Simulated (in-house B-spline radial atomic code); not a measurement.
RPA and G0W0 for Sn IV (Sn3+), [Kr] 4d10 5s1, highest spin, as one setting changes: the share of exact exchange in the PBE hybrid start. A dash marks a level of low quasi-particle weight. Computed with an all-electron radial atomic-structure program (B-spline basis): all electrons, scalar-relativistic (spin-free one-electron X2C), finite nucleus, each spin shell either full or empty, empty states to l = 9 with an (l + 1/2)⁻⁴ tail; G0W0 by contour deformation at full frequency.

RPA overbinds a lone outer s electron by self-correlation, and G0W0 tends to as well.

```
share of exact exchange in the PBE hybrid start  mean-field level (eV)  G0W0 level (eV)  RPA correlation (Eh)
                                              0                 -36.47     5s up -41.56                 -3.73
                                            0.1                 -36.84     5s up -41.50                -3.697
                                            0.2                 -37.21     5s up -41.45                -3.665
                                            0.3                      ?                ?                     ?
                                            0.4                 -37.95     5s up -41.35                -3.604
                                            0.5                 -38.31     5s up -41.29               -3.5748
                                            0.6                 -38.68     5s up -41.24               -3.5463
                                            0.7                      ?                ?                     ?
                                            0.8                 -39.40     5s up -41.14               -3.4918
                                            0.9                 -39.76     5s up -41.09               -3.4655
                                              1                 -40.12     5s up -41.04               -3.4399
```

**Question.** What belongs in the row for 0.3?

**Answer.** mean-field level (eV): -37.58; G0W0 level (eV): 5s up -41.40; RPA correlation (Eh): -3.634.

**Question.** What belongs in the row for 0.7?

**Answer.** mean-field level (eV): -39.04; G0W0 level (eV): 5s up -41.19; RPA correlation (Eh): -3.5187.
